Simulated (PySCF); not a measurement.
Isomers of C7H9FNP, one conformer each; single-point electronic energies without zero-point terms and without any empirical dispersion term.

Computed with PySCF at PBE0/pcSseg-1, non-relativistic, each on one gas-phase PBE0-D3(BJ)/def2-SVP geometry that isn't relaxed in the solvent. The solvent is an IEF-PCM continuum (cavity from Bondi-type radii × 1.2). Specific hydrogen bonds and non-electrostatic terms are outside this model.

| isomer | relative energy, gas (kcal/mol) | dipole (D) |
| --- | --- | --- |
| `C1C(F)CP1n1cccc1` | 0.0 | 1.71 |
| `CN(C)c1cc(F)pcc1` | 0.1 | 5.53 |

Q: How do the relative energies look in tetrahydrofuran (ε = 7.426)?

A: 
```csv
isomer,"relative energy, solvent (kcal/mol)",E(solvent) − E(gas) (kcal/mol),dipole in solvent (D)
`C1C(F)CP1n1cccc1`,0.0,-5.0,2.33
`CN(C)c1cc(F)pcc1`,0.0,-5.1,7.40
```

The order is unchanged, ties at the printed digit aside. Conformers: `[F:1][CH:2]1[CH2:3][P:4]([n:5]2[cH:6][cH:7][cH:8][cH:9]2)[CH2:10]1` with C3–P4–N5–C6 140°, F1–C2–C3–P4 -130°, C2–C3–P4–N5 109°, C3–P4–C10–C2 -9°, F1–C2–C10–P4 130°. The gains span 0.1 kcal/mol, the gas-phase energies 0.1 kcal/mol.
